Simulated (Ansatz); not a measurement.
C3H4F4, SMILES `FCCC(F)(F)F`, relaxed with RKS PBE-D4/def2-SVP in Ansatz 0.2.0 from a rough embedded geometry. The force threshold is 0.03 eV/Å; the program also tests the step.

The species carries charge 0 and has multiplicity 1.

Start:

```xyz
11

F    -1.748   -1.544    0.733
C    -0.467   -1.116    0.312
C    -0.475    0.403    0.144
C     0.824    0.839   -0.437
F     0.836    2.209   -0.543
F     1.841    0.562    0.504
F     1.162    0.277   -1.574
H     0.265   -1.428    1.012
H    -0.239   -1.682   -0.635
H    -0.737    0.845    1.067
H    -1.261    0.635   -0.583
```

By how much does the energy fall, and how many steps does the optimiser take? (An estimate is asked.)

Ansatz gave: 29.91 kJ/mol, in 4 steps, 1 of them rejected.

Which bonds change most? (Estimate.)

Computed: C4–F6 from 1.413 to 1.358 Å; C3–H10 from 1.056 to 1.108 Å; C2–H8 from 1.060 to 1.112 Å; C4–F7 from 1.312 to 1.358 Å.

Give the relaxed structure. (Estimate.)

Computed: 
```xyz
11

F    -1.749   -1.547    0.755
C    -0.498   -1.159    0.312
C    -0.483    0.353    0.112
C     0.848    0.872   -0.388
F     0.829    2.213   -0.548
F     1.853    0.577    0.476
F     1.178    0.321   -1.585
H     0.265   -1.459    1.063
H    -0.271   -1.679   -0.644
H    -0.711    0.864    1.068
H    -1.261    0.644   -0.622
```
